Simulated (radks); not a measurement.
Values are calculated unless marked as measured or tabulated.
Species: Sb XXXVII. Configuration: [Ne] 3s2 3p3. Level of theory: Dirac Kohn-Sham, PBE, spin-unpolarised, spherical densities, point nucleus; open shells are shared between the two j in proportion to 2j + 1 (a radial shooting solver on a logarithmic mesh with Libxc functionals).

Normalised radial functions P(r) = r R(r) (large component), r in bohr:

```
   r/bohr * 2s1/2, o 2p1/2, + 2p3/2 (the largest magnitude, 3.02, reaches the edge; | marks zero, & curves that meet)
 0.003256                             +o     *
 0.004042                             +o      *
 0.005056                             |&       *
 0.006275                             |+o        *
 0.007788                             | &         *
 0.009666                             | +o         *
  0.01209                             |  +o         *
  0.01501                             |    +o       *
  0.01863                             |      +o    *
  0.02312                             |        + &
  0.02892                             |      *    + o
   0.0359                             |*              +o
  0.04455                       *     |                   +o
  0.05529                *            |                      +o
  0.06917        *                    |                         +o
  0.08585   *                         |                          &
   0.1066  *                          |                        &
   0.1333     *                       |                   o+
   0.1654           *                 |              o+
   0.2053                 *           |        o+
   0.2548                       *     |   o+
   0.3188                           * | &
   0.3957                            *o+
   0.4911                             &
   0.6095                             &
   0.7625                             &
   0.9464                             &
```

2s1/2: eigenvalue -6606.6 eV, 1 radial node at r = 0.0373 bohr, <r> = 0.121 bohr, 90 % of the charge inside 0.186 bohr. 2p1/2: eigenvalue -6333.4 eV, 0 radial nodes, <r> = 0.102 bohr, 90 % of the charge inside 0.166 bohr. 2p3/2: eigenvalue -6075.0 eV, 0 radial nodes, <r> = 0.107 bohr, 90 % of the charge inside 0.173 bohr.
